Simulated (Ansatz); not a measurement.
C2H6N, charge +2, doublet, geometry from GFN2-xTB of the parent state (a state made from the parent by changing its charge; the spin is typed, not shown lowest); Ansatz (a first-principles code) with MP2/6-31G*.

Ansatz was given this input:
Ansatz 0.2 input:
```yaml
crystal:
  periodic: [false, false, false]
  atoms:
    - {symbol: C, position_ang: [1.21038693, -0.06406637, -0.15447247]}
    - {symbol: N, position_ang: [-0.03444764, 0.29146863, -0.69345432]}
    - {symbol: C, position_ang: [-1.17764586, 0.09419832, 0.09441112]}
    - {symbol: H, position_ang: [1.69188543, -0.78651789, -0.82594247]}
    - {symbol: H, position_ang: [1.17367087, -0.48123491, 0.86338227]}
    - {symbol: H, position_ang: [1.86282087, 0.81854994, -0.16149219]}
    - {symbol: H, position_ang: [-0.98869500, -0.34877932, 1.08415297]}
    - {symbol: H, position_ang: [-1.88247399, -0.53875757, -0.45942133]}
    - {symbol: H, position_ang: [-1.68933161, 1.05710944, 0.22084392]}
basis:
  gaussian:
    orbitals: 6-31G*
total_charge: 2
magnetization: {spin_polarized: true, initial_magnetization: 1}
correlation: {method: mp2}
```

Q: Predict the main parts of the log of this Ansatz run.

A: 
```
Functional definition: HF
619 factors; integrals over basis functions are off by at most 5.5e-4 eV
mean field evaluation 1: about -3605.3443 eV, gradient 2.5e1 eV
mean field evaluation 2: about -3605.3428 eV, gradient 2.5e1 eV
mean field evaluation 4: about -3609.1652 eV, gradient 3.6e0 eV
mean field evaluation 8: about -3609.4203 eV, gradient 2.7e-1 eV
mean field evaluation 16: about -3609.0940 eV, gradient 1.6e0 eV
mean field evaluation 32: about -3606.0423 eV, gradient 6.8e0 eV
mean field evaluation 64: about -3609.4270 eV, gradient 2.3e-1 eV
mean field -3609.42805124 eV, -132.6440343250 hartree, gradient 8.4e-6 eV, S^2 0.798870; 8 other end points of the search recorded, 0 dependent functions left out
3 core orbitals not correlated
reference -3609.42805124 eV, -132.6440343250 hartree; 9, 8 occupied and 45, 46 virtual orbitals, 619 factors
second order -10.65717318 eV of doubles, -0.00000000 eV of singles
Total energy: -3620.08522442 eV, -133.0356782156 hartree
```
